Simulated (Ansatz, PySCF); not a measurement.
MoF₅, SMILES [F][Mo+]([F])([F])([F])[F], charge +1, multiplicity 1. Atoms are numbered in the order given.

```xyz
6

Mo     0.0000     0.0000     0.0000
F      0.0000     0.0000     1.7876
F      0.0000     0.0000    -1.7876
F     -1.7583     0.0000     0.0000
F      0.8792     1.5228     0.0000
F      0.8792    -1.5228     0.0000
```
Charge +1, spin multiplicity 1.

Coordinates come from a PBE0-D3(BJ)/def2-SVP optimisation. The spin state was assumed, not searched. The isomer is the one that the SMILES or the coordinates give; other isomers of the formula were not compared. The def2 effective core potentials stand for the cores of Mo; spin–orbit coupling is left out.

Vertical ionisation energy (IE) and electron affinity (EA) in eV. Rows of orbital energies are one-electron estimates. Where ΔSCF, EOM or ADC give a negative EA the extra electron is unbound and the value depends on the basis.

```tsv
level	IE	EA
−ε(HOMO), −ε(LUMO), CAM-B3LYP/def2-TZVP (PySCF)	21.07	11.05
−ε(HOMO), −ε(LUMO), PBE/def2-TZVP (PySCF)	[?]	[?]
ΔSCF, CAM-B3LYP/def2-SVPD (Ansatz), final states of multiplicity 2 and 2	22.32	10.08
ΔSCF, PBE/def2-SVPD (Ansatz), final states of multiplicity 2 and 2	21.02	8.86
```

Task: Complete the blanks. (The exact figures need the calculation; the answer reports its results.)

Result: 
- −ε(HOMO), −ε(LUMO), PBE/def2-TZVP (PySCF), IE: 17.37
- −ε(HOMO), −ε(LUMO), PBE/def2-TZVP (PySCF), EA: 12.54

Task: What vertical singlet–triplet gap does ΔSCF give with CAM-B3LYP/def2-SVPD (Ansatz, a quantum-chemistry and plane-wave program) and with PBE/def2-SVPD (Ansatz)? (Estimate from the structure and the level; the computed values follow.)

Result: 4.88 and 4.73 eV (triplet above singlet where positive).
